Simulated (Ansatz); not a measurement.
A set of 12 reactions (hydrolysis), with CCSD(T)/CBS values in kJ/mol:

```
                                                       reaction      ΔE
                     `C[O][Cd][F]` + H₂O → `C[O][Cd][OH]` + H–F    28.5
                  `N[SiH](N)[GeH3]` + H₂O → `N[SiH](N)O` + GeH₄  -106.9
          `CBN([SiH3])[SiH3]` + H₂O → `OBN([SiH3])[SiH3]` + CH₄  -134.5
            `O[SiH2]C(F)[TeH]` + H₂O → `OC(F)[TeH]` + `O[SiH3]`    53.9
         `[NH2][Y]([OH])[F]` + H₂O → `[NH2][Y]([OH])[OH]` + H–F    56.4
`N[SiH](F)[Si](N)(Cl)Cl` + H₂O → `N[SiH](O)[Si](N)(Cl)Cl` + H–F    45.5
             `C=[CH][AlH][NH2]` + H₂O → `C=[CH][AlH][OH]` + NH₃   -44.9
          `C[Si](F)(F)[SnH3]` + H₂O → `C[Si](O)(F)F` + `[SnH4]`  -107.2
     `[SeH][SiH]1[NH][AlH]1` + H₂O → `O[SiH]1[NH][AlH]1` + H₂Se   -20.3
          `B[Si](C)(F)[SiH3]` + H₂O → `C[Si](O)(F)[SiH3]` + BH₃  -126.7
                                  `N=CBN` + H₂O → `NBO` + `C=N`  -107.8
    `C[NH][Ga]([SH])[Cl]` + H₂O → `[OH][Ga]([SH])[Cl]` + CH₃NH₂   -10.1
```

Gas-phase electronic energies from Ansatz, PBE0-D4/def2-TZVP geometries. CBS: MP2 limit from def2 TZ/QZ plus the TZ coupled-cluster correction, frozen cores. This one scheme is used for every species. Functionals use def2-TZVPP. B3LYP here is the variant with VWN-RPA as its local correlation; programs differ in this. def2 core potentials past Kr. For Cd, Ga, Ge, Se, Sn, Te, Y outer-core shells are correlated without core-valence functions, which leaves a few kJ/mol of doubt a bond. Scalar relativity is left out up to krypton. One conformer a species, not always the lowest.

(1) Give the mean, mean absolute and largest difference (level minus CCSD(T)/CBS, kJ/mol) for: PBE-D4, B3LYP-D4, ωB97M-V, PBE, r2SCAN, B3LYP, HF/def2-TZVPP, MP2/def2-TZVPP, CCSD/def2-TZVPP, CCSD(T)/def2-TZVPP, HF/def2-QZVPP, MP2/def2-QZVPP, SCS-MP2/def2-QZVPP, MP2/CBS(def2). (Best estimate.)

The largest T1 diagnostic in the set is 0.018, for `C[O][Cd][F]` (customary mark 0.02).

CCSD(T)/CBS is a level of theory with its own doubt, and the functionals carry their triple-zeta basis error, so these figures describe this set and don't rank the functionals.

Results:

(1) The calculation gave: 
```json
{"level": "PBE-D4", "mean": "3.7", "mean absolute": "7.4", "largest": "21.5"}
{"level": "B3LYP-D4", "mean": "-3.2", "mean absolute": "5.1", "largest": "-12.8"}
{"level": "ωB97M-V", "mean": "-4.8", "mean absolute": "6.3", "largest": "-11.1"}
{"level": "PBE", "mean": "1.6", "mean absolute": "7.5", "largest": "20.1"}
{"level": "r2SCAN", "mean": "-4.3", "mean absolute": "7.1", "largest": "-17.0"}
{"level": "B3LYP", "mean": "-6.6", "mean absolute": "9.8", "largest": "-23.4"}
{"level": "HF/def2-TZVPP", "mean": "-14.8", "mean absolute": "20.0", "largest": "-34.8"}
{"level": "MP2/def2-TZVPP", "mean": "-5.5", "mean absolute": "5.5", "largest": "-10.0"}
{"level": "CCSD/def2-TZVPP", "mean": "-6.0", "mean absolute": "6.0", "largest": "-14.0"}
{"level": "CCSD(T)/def2-TZVPP", "mean": "-4.9", "mean absolute": "4.9", "largest": "-10.7"}
{"level": "HF/def2-QZVPP", "mean": "-14.3", "mean absolute": "20.5", "largest": "-34.9"}
{"level": "MP2/def2-QZVPP", "mean": "-2.6", "mean absolute": "3.5", "largest": "-8.5"}
{"level": "SCS-MP2/def2-QZVPP", "mean": "-4.8", "mean absolute": "4.9", "largest": "-11.6"}
{"level": "MP2/CBS(def2)", "mean": "-0.6", "mean absolute": "3.1", "largest": "-7.2"}
```
